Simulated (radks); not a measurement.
Dipole-allowed excitations along the series with 28 electrons in [Ar] 3d10. Method: non-relativistic Kohn-Sham, LB94 model potential, spin-polarised, spherical densities, point nucleus; computed with a radial shooting solver on a logarithmic mesh with Libxc functionals. Time-dependent linear response with the Hartree and adiabatic LDA kernel, continuum included through the Sternheimer equations. Lines are the poles of the dipole polarisability below minus the highest occupied eigenvalue, found on a grid refined at the orbital gaps; the lowest seven at most are given, and weak or close lines can be missed. The first line takes the name of the lowest orbital gap if no other gap lies below it; otherwise a line is named after a gap within 0.6 % of it, if that gap stands alone.

| species | -e(HOMO) (eV) | lowest orbital gap (eV) | first line (eV) | f | strongest line (eV) | its f | static alpha (bohr^3) |
|---|---|---|---|---|---|---|---|
| Sr10+ | 322.73 | 3d-4p 142.76 | 144.42 (3d-4p) | 0.531 | 216.60 (unassigned) | 2.34 | 0.1303 |
| Zr12+ | 425.57 | 3d-4p 188.12 | 190.15 (3d-4p) | 0.529 | 277.15 (unassigned) | 2.91 | 0.08619 |
| Nb13+ | 481.67 | 3d-4p 212.86 | 214.90 (3d-4p) | 0.494 | 309.50 (unassigned) | 3.19 | 0.07149 |
| Mo14+ | 540.88 | 3d-4p 238.96 | 241.11 (3d-4p) | 0.486 | 343.22 (unassigned) | 3.45 | 0.05993 |
| Tc15+ | 603.20 | 3d-4p 266.42 | 268.69 (3d-4p) | 0.476 | 378.29 (unassigned) | 3.72 | 0.05072 |
